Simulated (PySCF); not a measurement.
C2H4F2Si, SMILES C=C(F)[SiH2]F. Geometry optimised at TPSSh-D3(BJ)/def2-SVP. The structure was generated by enumeration, and PubChem lists no compound with its InChIKey, so it may never have been made. The values are those of a single conformer.

Computed equilibrium geometry at TPSSh-D3(BJ)/def2-SVP (PySCF confirms it by a frequency run) as bond lengths and angles, and its point group (one conformer of several):
point group Cs.
Atoms: C1 C2 F3 Si4 F5 H6 H7 H8 H9. Bonds (Å): C1–C2 1.335, C1–H6 1.091, C1–H7 1.093, C2–F3 1.361, C2–Si4 1.880, Si4–F5 1.631, Si4–H8 1.482, Si4–H9 1.482. Bond angles (°): C2–C1–H6 119.3, C2–C1–H7 121.7, H6–C1–H7 119.0, C1–C2–F3 120.4, C1–C2–Si4 126.5, F3–C2–Si4 113.1, C2–Si4–F5 106.3, C2–Si4–H8 110.8, C2–Si4–H9 110.8, F5–Si4–H8 109.1, F5–Si4–H9 109.1, H8–Si4–H9 110.7.
